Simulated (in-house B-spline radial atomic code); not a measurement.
Configurations of the ytterbium ion Yb⁷⁺, with energies counted from [Kr] 4d10 4f12 5s2 5p3. Level of theory: Dirac-Hartree-Fock, average of configuration, Fermi nucleus of rms radius 5.3108 fm; calculated with a radial B-spline atomic code at the basis-set limit. Energies include first-order Breit, QED and recoil terms.

Occupations are held fixed; configurations that lie above the ionisation limit could autoionise.

```csv
configuration,E - E(ref) (eV),highest orbital,its <r> (bohr)
[Kr] 4d10 4f11 5s2 5p4,-10.868,5p3/2,1.278
[Kr] 4d10 4f11 5s2 5p3 6d1,72.81,6d5/2,3.074
[Kr] 4d10 4f12 5s2 5p2 5g1,94.748,5g7/2,3.356
[Kr] 4d10 4f12 5s2 5p2 8s1,100.92,8s1/2,5.669
[Kr] 4d10 4f11 5s2 5p3 7g1,103.6,7g7/2,7.758
[Kr] 4d10 4f12 5s2 5p2 9s1,109.22,9s1/2,7.92
[Kr] 4d9 4f12 5s2 5p3 6s1,237.73,6s1/2,2.257
[Kr] 4d9 4f12 5s2 5p3 6g1,287.72,6g7/2,5.356
```

(1) Order these further configurations by energy, lowest first.
A. [Kr] 4d10 4f11 5s2 5p3 7s1
B. [Kr] 4d10 4f11 5s2 5p3 7d1
C. [Kr] 4d9 4f12 5s2 5p3 9g1
D. [Kr] 4d10 4f12 5s2 5p2 7g1
E. [Kr] 4d10 4f11 5s2 5p3 9d1

(2) How far above the reference does [Kr] 4d10 4f11 5s2 5p3 6s1 lie?

(3) How far above the reference does [Kr] 4d10 4f12 5s2 5p2 5d1 lie?

(4) How far above the reference does [Kr] 4d9 4f12 5s2 5p3 5g1 lie?

(5) Is the reference the lowest configuration at this level of theory?

Results:

(1) A (77.705 eV), B (90.07 eV), E (105.18 eV), D (111.91 eV), C (301.35 eV).

(2) 47.199 eV; its least bound orbital is 6s1/2 with <r> = 2.259 bohr.

(3) 42.047 eV; its least bound orbital is 5d5/2 with <r> = 1.595 bohr.

(4) 277.04 eV; its least bound orbital is 5g7/2 with <r> = 3.346 bohr.

(5) No: [Kr] 4d10 4f11 5s2 5p4 lies 10.87 eV lower. Averages of configurations without correlation can order differently from the measured ground levels.
